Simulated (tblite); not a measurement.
A geometry optimisation, step by step.

Compound: C4H10BClGe.
Atom-mapped SMILES: `[BH2:1][CH2:2][GeH2:3][C@H:4]([Cl:5])[CH:6]=[CH2:7]` (hydrogens: H8, H9 on B1; H10, H11 on C2; H12, H13 on Ge3; H14 on C4; H15 on C6; H16, H17 on C7)

Computed with GFN2-xTB (tblite), gas phase: L-BFGS steps from a force-field or distance-geometry start until the largest atomic force falls under 0.01 eV/Å. 10 of its 141 geometries are shown.

Step 0: E = -579.7546 eV, largest atomic force 1.142 eV/Å
```
atom  x, y, z in Å  |  force x, y, z in eV/Å
B1      1.795    1.033   -0.741   -0.109  -0.054   0.064
C2      1.937   -0.452   -0.234    0.860   0.465  -0.590
Ge3     0.482   -0.906    0.979    0.406  -0.146   0.883
C4     -1.215   -1.018   -0.009   -0.904   0.239   0.026
Cl5    -1.055   -2.263   -1.267    0.042  -0.053   0.102
C6     -1.582    0.299   -0.611   -0.388   0.643   0.652
C7     -1.959    1.336    0.144    0.177  -0.563   0.035
H8      1.665    1.258   -1.890   -0.001  -0.002   0.213
H9      1.776    1.928    0.032    0.097  -0.245  -0.185
H10     1.933   -1.155   -1.082    0.134   0.065   0.427
H11     2.899   -0.557    0.321   -0.645  -0.052  -0.299
H12     0.358    0.172    2.086   -0.045  -0.421  -0.296
H13     0.761   -2.273    1.643   -0.125   0.310  -0.110
H14    -2.010   -1.351    0.695    0.318   0.114  -0.524
H15    -1.556    0.432   -1.685    0.139  -0.273   0.097
H16    -2.013    1.247    1.241   -0.015   0.144  -0.743
H17    -2.224    2.281   -0.313    0.058  -0.169   0.248
```

Step 16: E = -579.8880 eV, largest atomic force 0.122 eV/Å
```
atom  x, y, z in Å  |  force x, y, z in eV/Å
B1      1.790    1.027   -0.772   -0.032   0.057   0.006
C2      1.976   -0.431   -0.273   -0.006   0.022   0.018
Ge3     0.503   -0.910    0.978   -0.029  -0.034   0.033
C4     -1.257   -0.998    0.018    0.014   0.049  -0.067
Cl5    -1.017   -2.253   -1.224   -0.035  -0.026   0.001
C6     -1.615    0.308   -0.590    0.076   0.093   0.022
C7     -1.975    1.351    0.139   -0.052  -0.028  -0.034
H8      1.574    1.288   -1.890   -0.051  -0.066  -0.030
H9      1.864    1.897    0.005    0.038   0.059   0.032
H10     2.024   -1.185   -1.057   -0.035  -0.043   0.014
H11     2.875   -0.521    0.337    0.046  -0.014   0.051
H12     0.350    0.086    2.111    0.042  -0.023  -0.035
H13     0.749   -2.269    1.611    0.007   0.010  -0.051
H14    -2.055   -1.353    0.669    0.032  -0.020   0.012
H15    -1.515    0.394   -1.663   -0.002  -0.034   0.018
H16    -2.067    1.276    1.211   -0.017   0.010   0.024
H17    -2.210    2.304   -0.301    0.005  -0.012  -0.011
```

Step 31: E = -579.9162 eV, largest atomic force 0.069 eV/Å
```
atom  x, y, z in Å  |  force x, y, z in eV/Å
B1      1.772    1.022   -0.766    0.017  -0.034   0.011
C2      2.024   -0.411   -0.223    0.031   0.001  -0.021
Ge3     0.520   -0.938    0.970    0.018  -0.018  -0.030
C4     -1.252   -0.967    0.021    0.027  -0.036   0.046
Cl5    -1.071   -2.235   -1.217    0.010  -0.038  -0.019
C6     -1.592    0.338   -0.590    0.024  -0.035  -0.003
C7     -2.030    1.369    0.111   -0.007   0.041   0.046
H8      1.304    1.190   -1.823   -0.021  -0.023  -0.016
H9      2.037    1.954   -0.111    0.002  -0.015   0.030
H10     2.084   -1.184   -0.991    0.002   0.027   0.015
H11     2.908   -0.490    0.414   -0.037   0.022  -0.042
H12     0.411   -0.015    2.165   -0.022  -0.018   0.019
H13     0.769   -2.345    1.477   -0.012   0.023   0.021
H14    -2.036   -1.314    0.697    0.014   0.065  -0.018
H15    -1.422    0.421   -1.653   -0.003   0.028  -0.016
H16    -2.191    1.300    1.176   -0.025  -0.018  -0.005
H17    -2.240    2.318   -0.347   -0.016   0.026  -0.018
```

Step 47: E = -579.9201 eV, largest atomic force 0.026 eV/Å
```
atom  x, y, z in Å  |  force x, y, z in eV/Å
B1      1.761    1.012   -0.768    0.010  -0.011   0.005
C2      2.037   -0.415   -0.225    0.013  -0.009  -0.007
Ge3     0.535   -0.947    0.970   -0.010   0.006  -0.019
C4     -1.235   -0.953    0.020   -0.003  -0.001   0.020
Cl5    -1.083   -2.240   -1.206   -0.002   0.025   0.006
C6     -1.573    0.354   -0.593    0.010  -0.014  -0.001
C7     -2.049    1.371    0.104    0.007   0.000   0.023
H8      1.255    1.170   -1.810    0.007  -0.006   0.005
H9      2.044    1.944   -0.119   -0.013   0.000   0.000
H10     2.097   -1.190   -0.990   -0.007   0.007  -0.003
H11     2.929   -0.481    0.401   -0.017   0.002  -0.003
H12     0.404   -0.042    2.177    0.015   0.005   0.000
H13     0.770   -2.355    1.480   -0.002   0.014  -0.007
H14    -2.019   -1.275    0.707   -0.002   0.006  -0.013
H15    -1.380    0.451   -1.651    0.016  -0.006   0.000
H16    -2.239    1.285    1.163   -0.025   0.002  -0.001
H17    -2.262    2.324   -0.349    0.004  -0.020  -0.006
```

Step 62: E = -579.9258 eV, largest atomic force 0.058 eV/Å
```
atom  x, y, z in Å  |  force x, y, z in eV/Å
B1      1.744    0.980   -0.777   -0.018   0.008  -0.003
C2      2.048   -0.448   -0.259   -0.018  -0.001  -0.001
Ge3     0.559   -0.946    0.968    0.050   0.025   0.014
C4     -1.221   -0.929    0.045   -0.004   0.010  -0.010
Cl5    -1.093   -2.213   -1.186   -0.002  -0.004  -0.014
C6     -1.525    0.385   -0.564    0.011   0.026   0.016
C7     -2.114    1.366    0.098   -0.008  -0.004  -0.018
H8      1.274    1.149   -1.834    0.035   0.013  -0.010
H9      1.945    1.897   -0.080    0.018   0.030  -0.018
H10     2.104   -1.218   -1.027   -0.017  -0.030  -0.012
H11     2.945   -0.512    0.356    0.015   0.007   0.029
H12     0.482   -0.011    2.159   -0.009  -0.033  -0.017
H13     0.779   -2.348    1.493    0.001  -0.024   0.009
H14    -2.011   -1.233    0.730   -0.025  -0.015   0.035
H15    -1.189    0.525   -1.581   -0.009   0.001  -0.004
H16    -2.446    1.238    1.116   -0.020  -0.005   0.013
H17    -2.287    2.329   -0.348    0.000  -0.004  -0.009
```

Step 78: E = -579.9384 eV, largest atomic force 0.089 eV/Å
```
atom  x, y, z in Å  |  force x, y, z in eV/Å
B1      1.776    0.958   -0.836   -0.023   0.031  -0.038
C2      2.048   -0.469   -0.288   -0.020   0.017  -0.004
Ge3     0.601   -0.977    0.983   -0.032  -0.004  -0.011
C4     -1.206   -0.889    0.119   -0.006   0.015  -0.043
Cl5    -1.153   -2.138   -1.162    0.020  -0.014   0.020
C6     -1.465    0.441   -0.469   -0.039   0.057  -0.026
C7     -2.259    1.352    0.069   -0.010  -0.027   0.040
H8      1.411    1.131   -1.936    0.044  -0.022   0.044
H9      1.924    1.883   -0.133    0.008  -0.017  -0.016
H10     2.095   -1.249   -1.048    0.007  -0.019  -0.003
H11     2.958   -0.519    0.311    0.020  -0.006   0.013
H12     0.570   -0.076    2.198    0.013   0.008   0.017
H13     0.804   -2.395    1.474    0.011  -0.003  -0.021
H14    -1.996   -1.186    0.807   -0.001   0.027   0.006
H15    -0.922    0.657   -1.381   -0.024  -0.014   0.072
H16    -2.817    1.161    0.975    0.048   0.003  -0.075
H17    -2.376    2.327   -0.373   -0.016  -0.033   0.024
```

Step 93: E = -579.9456 eV, largest atomic force 0.031 eV/Å
```
atom  x, y, z in Å  |  force x, y, z in eV/Å
B1      1.812    0.939   -0.884   -0.005  -0.004   0.000
C2      2.049   -0.481   -0.300   -0.002  -0.008  -0.002
Ge3     0.620   -0.988    0.992    0.013  -0.006  -0.007
C4     -1.199   -0.844    0.170    0.004   0.013  -0.001
Cl5    -1.181   -2.088   -1.120    0.007   0.010  -0.022
C6     -1.439    0.496   -0.402    0.003  -0.015  -0.023
C7     -2.363    1.332    0.038   -0.015   0.024   0.013
H8      1.528    1.093   -2.009   -0.001  -0.009  -0.001
H9      1.927    1.876   -0.190    0.002  -0.006   0.003
H10     2.093   -1.274   -1.046    0.009  -0.009  -0.007
H11     2.963   -0.528    0.294   -0.001   0.010   0.007
H12     0.643   -0.131    2.239    0.014   0.005   0.014
H13     0.820   -2.427    1.415   -0.017   0.005   0.011
H14    -1.995   -1.125    0.859    0.013  -0.009   0.002
H15    -0.771    0.781   -1.205   -0.005  -0.003   0.009
H16    -3.039    1.061    0.833   -0.004   0.008   0.000
H17    -2.474    2.320   -0.374   -0.014  -0.008   0.003
```

Step 109: E = -579.9486 eV, largest atomic force 0.024 eV/Å
```
atom  x, y, z in Å  |  force x, y, z in eV/Å
B1      1.818    0.903   -0.906   -0.010   0.005  -0.006
C2      2.075   -0.505   -0.301   -0.006  -0.002  -0.001
Ge3     0.642   -0.993    0.995    0.006  -0.003  -0.006
C4     -1.179   -0.800    0.189    0.000   0.004  -0.004
Cl5    -1.159   -2.012   -1.136    0.007   0.002  -0.010
C6     -1.439    0.544   -0.363    0.011  -0.002   0.011
C7     -2.430    1.327    0.025    0.002   0.006   0.000
H8      1.527    1.035   -2.033    0.003  -0.008   0.002
H9      1.921    1.850   -0.225    0.003  -0.002  -0.006
H10     2.134   -1.310   -1.034    0.007  -0.006   0.001
H11     2.988   -0.524    0.298   -0.007  -0.011   0.006
H12     0.722   -0.154    2.253   -0.017   0.013   0.010
H13     0.786   -2.441    1.406    0.012   0.008  -0.003
H14    -1.974   -1.106    0.870    0.004  -0.005   0.001
H15    -0.732    0.874   -1.113    0.001   0.004  -0.013
H16    -3.143    1.012    0.769   -0.012   0.002   0.001
H17    -2.565    2.313   -0.385   -0.002  -0.003   0.016
```

Step 124: E = -579.9504 eV, largest atomic force 0.033 eV/Å
```
atom  x, y, z in Å  |  force x, y, z in eV/Å
B1      1.823    0.878   -0.921   -0.010  -0.006   0.003
C2      2.089   -0.517   -0.292    0.007   0.002  -0.006
Ge3     0.642   -0.980    0.995   -0.007   0.022   0.024
C4     -1.172   -0.792    0.171   -0.006  -0.020  -0.014
Cl5    -1.118   -1.968   -1.185   -0.007  -0.009   0.009
C6     -1.447    0.560   -0.355    0.003   0.013   0.016
C7     -2.446    1.329    0.046    0.024  -0.015   0.015
H8      1.511    0.982   -2.045    0.009   0.007   0.001
H9      1.925    1.837   -0.257    0.012   0.002  -0.018
H10     2.149   -1.335   -1.010    0.013   0.004   0.006
H11     2.995   -0.531    0.318   -0.005   0.008  -0.008
H12     0.694   -0.131    2.249    0.006   0.005  -0.009
H13     0.799   -2.421    1.421   -0.021  -0.014   0.003
H14    -1.964   -1.127    0.840   -0.007   0.006  -0.026
H15    -0.747    0.910   -1.103   -0.003  -0.005   0.007
H16    -3.156    0.999    0.787    0.009   0.001  -0.017
H17    -2.584    2.320   -0.349   -0.016  -0.002   0.015
```

Step 140: E = -579.9545 eV, largest atomic force 0.009 eV/Å
```
atom  x, y, z in Å  |  force x, y, z in eV/Å
B1      1.850    0.817   -0.980   -0.001   0.003   0.000
C2      2.114   -0.533   -0.259    0.001  -0.002   0.002
Ge3     0.624   -0.948    0.997    0.000   0.004   0.001
C4     -1.164   -0.777    0.112    0.003   0.000   0.003
Cl5    -1.026   -1.872   -1.303   -0.006  -0.004  -0.001
C6     -1.461    0.599   -0.332    0.000   0.000   0.000
C7     -2.478    1.315    0.117    0.001   0.002   0.000
H8      1.502    0.842   -2.097    0.000   0.000  -0.004
H9      1.992    1.822   -0.397   -0.003   0.002   0.000
H10     2.203   -1.390   -0.926    0.004  -0.002   0.002
H11     3.000   -0.502    0.379    0.000  -0.001   0.004
H12     0.642   -0.060    2.225   -0.001  -0.005  -0.008
H13     0.753   -2.380    1.470   -0.001   0.002  -0.002
H14    -1.970   -1.174    0.728    0.003  -0.002  -0.001
H15    -0.762    1.014   -1.047    0.004  -0.002   0.002
H16    -3.185    0.912    0.825   -0.001   0.002   0.002
H17    -2.642    2.329   -0.202   -0.002   0.002   0.001
```

**Question.** Summarise the path.

**Answer.** The energy falls by 0.1999 eV from step 0 to step 140; nine tenths of that is first reached at step 76. It falls at every step. The largest force goes from 1.142 to 0.009 eV/Å. Among the bonds C2–Ge3 changes most, from 1.947 to 1.993 Å; the atoms move by 0.540 Å rms after alignment.

What follows is the cost of the whole relaxation. On an AMD EPYC with one thread, no GPU (shared host), this took 4.1 s wall.
